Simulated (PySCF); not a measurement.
Vertical excitations of a molecule C₃H₅ClOSi from TDDFT-CAM-B3LYP/def2-SVPD run with PySCF, as energy in eV (oscillator strength): 5.92 (0.154), 6.54 (0.024), 6.83 (0.003), 6.93 (0.005), 7.35 (0.027), 7.45 (0.015), 7.60 (0.006), 7.86 (0.004), 7.88 (0.002), 8.13 (0.014). Lowest triplet (TDA): 4.02 eV. Coordinates come from a B3LYP-D3(BJ)/def2-SVP optimisation. Other conformers were not sampled.

Question: Identify the compound among the candidates.
A) Cl[Si@@H]1C=COC1
B) CC1=CO[Si@@H]1Cl
C) O[Si@@H]1C=C(Cl)C1
D) CC#C[Si@H](O)Cl

Answer: A, Cl[Si@@H]1C=COC1
